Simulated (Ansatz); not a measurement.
Consider the isomerisation: `C[O][In]([CH3])[Cl]` → `C[CH2][In]([OH])[Cl]`.

Computed with Ansatz on PBE0-D4/def2-TZVP structures; ΔE is electronic, products minus reactants. CCSD(T)/CBS is the MP2 limit (def2-TZVPP, def2-QZVPP) plus CCSD(T) − MP2 in def2-TZVPP, frozen cores. Functionals use def2-TZVPP. B3LYP here is the variant with VWN-RPA as its local correlation; programs differ in this. def2 core potentials past Kr. For In outer-core shells are correlated without core-valence functions, which leaves a few kJ/mol of doubt a bond. Each species was taken in one conformer, which may not be the lowest.

CCSD(T)/CBS gives -0.45 eV.

Q: Another level gave -0.30 eV. Which?
A. MP2/def2-TZVPP
B. B3LYP/def2-TZVPP
C. HF/def2-TZVPP
D. ωB97M-V/def2-TZVPP

A: C. HF/def2-TZVPP -0.30, ωB97M-V -0.40, B3LYP -0.35, MP2/def2-TZVPP -0.48 eV.

Largest T1 diagnostic among the species: 0.014.

In def2-TZVPP, CCSD(T) changes the Hartree–Fock value by −0.11 eV (the triples alone add −0.01 eV) and MP2 by −0.18 eV.
